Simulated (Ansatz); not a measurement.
Geometry optimisation, RHF/def2-SVP in Ansatz.

Input file:

```yaml
crystal:
  periodic: [false, false, false]
  atoms:
    - { symbol: Ga, position_ang: [0.0, 0.0, 0.0] }
    - { symbol: H, position_ang: [0.0, 0.0, 1.92] }
    - { symbol: C, position_ang: [1.7147, 0.0, -0.99] }
    - { symbol: H, position_ang: [2.0443, -1.0462, -1.1602] }
    - { symbol: H, position_ang: [1.5782, 0.508, -1.9674] }
    - { symbol: H, position_ang: [2.4842, 0.5381, -0.3982] }
    - { symbol: C, position_ang: [-1.7147, 0.0, -0.99] }
    - { symbol: H, position_ang: [-2.2748, -0.9305, -0.7608] }
    - { symbol: H, position_ang: [-2.3188, 0.8797, -0.6846] }
    - { symbol: C, position_ang: [-1.4385, 0.0696, -2.4831] }
    - { symbol: H, position_ang: [-2.3553, -0.2101, -3.0429] }
    - { symbol: H, position_ang: [-1.1392, 1.1028, -2.7568] }
    - { symbol: H, position_ang: [-0.619, -0.6331, -2.7415] }
    - { symbol: Cl, position_ang: [0.1138, 2.4077, 0.8009] }
    - { symbol: H, position_ang: [0.0466, 0.985, 1.9581] }
basis:
  gaussian: { orbitals: def2-SVP }
hamiltonian:
  xc: hf
relax:
  f_tol: 0.15
  max_steps: 25
  restrain:
    - { distance: [0, 13], at: 2.24, k: 30.0 }
    - { distance: [14, 1], at: 0.66, k: 30.0 }
    - { distance: [0, 1], at: 2.77, k: 30.0 }
    - { distance: [14, 13], at: 2.57, k: 30.0 }
output:
  orbitals: {}
```

Command:

```bash
$ ansatz run input.yaml --threads 4 --pin off --max-ram 5120MiB --backend cpu --events-out ev --progress --plain --runs-dir out
```

Where does it end, and by what steps?

It converged. The restraints hold the end off the free minimum; the threshold counts their pulls, which the force column leaves out. Restrained pairs: Ga1–Cl14 (2.54 → 2.23 Å), H2–H15 (0.99 → 0.71 Å), Ga1–H2 (1.92 → 2.77 Å), Cl14–H15 (1.84 → 2.58 Å). After 11 steps the energy has fallen by 2.277 eV (the restraints' own energy left out); Ga1 moved furthest, 0.94 Å.

```tsv
step	energy less start (eV)	largest force component (eV/Å)	accepted
0	0.0000	2.550	yes
1	-0.9160	3.077	yes
2	-1.3994	3.264	yes
3	-1.8540	2.996	yes
4	-2.0906	2.280	yes
5	-2.1935	0.809	no
6	-2.2007	1.260	yes
7	-2.2414	1.517	yes
8	-2.2606	1.597	yes
9	-2.2772	1.426	yes
10	-2.2893	0.510	no
11	-2.2772	1.628	yes
```

```xyz
15
Properties=species:S:1:pos:R:3
Ga 0.154 0.786 -0.492
H -0.012 -0.250 2.074
C 1.963 0.067 -0.833
H 1.965 -1.024 -0.841
H 2.326 0.404 -1.808
H 2.663 0.419 -0.076
C -1.631 0.164 -1.104
H -1.821 -0.800 -0.619
H -2.385 0.851 -0.716
C -1.774 0.015 -2.625
H -2.765 -0.353 -2.898
H -1.633 0.968 -3.139
H -1.046 -0.688 -3.038
Cl 0.126 2.650 0.729
H -0.008 0.462 2.090
```

Time of the run: 18 s on 4 threads of Arm Neoverse V2 (shared host), peak memory 0.42 GiB.
